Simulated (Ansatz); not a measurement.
`[NH2][Ge]([Cl])([Cl])[Cl]` and `N[Si](Cl)(Cl)Cl` differ in one element.

Ansatz, PBE0-D4/def2-TZVP geometries, multiplicity 1. Each molecule was computed in one conformer, which needn't be the lowest.

Scalar relativity is left out up to krypton.

```
                                        property  `[NH2][Ge]([Cl])([Cl])[Cl]`
               LUMO energy (PBE/def2-TZVPP) / eV                        -2.33
         HOMO–LUMO gap (ωB97M-V/def2-TZVPP) / eV                        11.65
               HOMO energy (PBE/def2-TZVPP) / eV                        -7.07
           HOMO energy (ωB97M-V/def2-TZVPP) / eV                       -10.92
           HOMO–LUMO gap (B3LYP/def2-TZVPP) / eV                         6.65
size of the dipole moment (B3LYP/def2-TZVPP) / D                         2.35
```

Q: Give the same properties after the change, and the shifts. (Estimate.)

A: Computed: 
```tsv
property	`N[Si](Cl)(Cl)Cl`	shift
LUMO energy (PBE/def2-TZVPP) / eV	-0.78	1.55
HOMO–LUMO gap (ωB97M-V/def2-TZVPP) / eV	12.66	1.01
HOMO energy (PBE/def2-TZVPP) / eV	-6.86	0.21
HOMO energy (ωB97M-V/def2-TZVPP) / eV	-10.68	0.24
HOMO–LUMO gap (B3LYP/def2-TZVPP) / eV	8.00	1.35
size of the dipole moment (B3LYP/def2-TZVPP) / D	2.40	0.05
```

With PBE0 the HOMO rises by 0.23 eV and the LUMO rises by 1.55 eV, so the gap widens by about 1.32 eV. PBE moves the HOMO by 0.21 eV and ωB97M-V by 0.24 eV. Dipoles are sizes alone; their direction can turn.

B3LYP here is the variant with VWN-RPA as its local correlation; programs differ in this.
